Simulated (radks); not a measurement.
The numbers below are computed, except where a source is named.
Ni V, 24 electrons, occupied as [Ar] 3d6. Level of theory: scalar-relativistic Kohn-Sham, PBE, spin-polarised, spherical densities, finite nucleus; open shells are filled with parallel spins first; Fermi nuclear charge, rms radius 3.7757 fm (a radial shooting solver on a logarithmic mesh with Libxc functionals).

Normalised radial functions P(r) = r R(r), r in bohr:

```
   r/bohr * 3d down (the largest magnitude, 1.05, reaches the edge; | marks zero)
 0.003883 *
 0.005056 *
 0.006531 *
 0.008437 *
  0.01099 *
  0.01419 *
  0.01848 *
  0.02387 *
  0.03108 *
  0.04015 |*
  0.05186 |*
  0.06753 | *
  0.08724 |   *
   0.1136 |      *
   0.1467 |           *
   0.1895 |                  *
   0.2468 |                            *
   0.3188 |                                      *
   0.4151 |                                                *
   0.5363 |                                                      *
   0.6927 |                                                      *
    0.902 |                                               *
    1.165 |                                    *
    1.517 |                       *
     1.96 |            *
    2.552 |    *
    3.297 | *
    4.258 *
    5.545 *
```

3d down: eigenvalue -65.431 eV, 0 radial nodes, <r> = 0.853 bohr, 90 % of the charge inside 1.42 bohr.
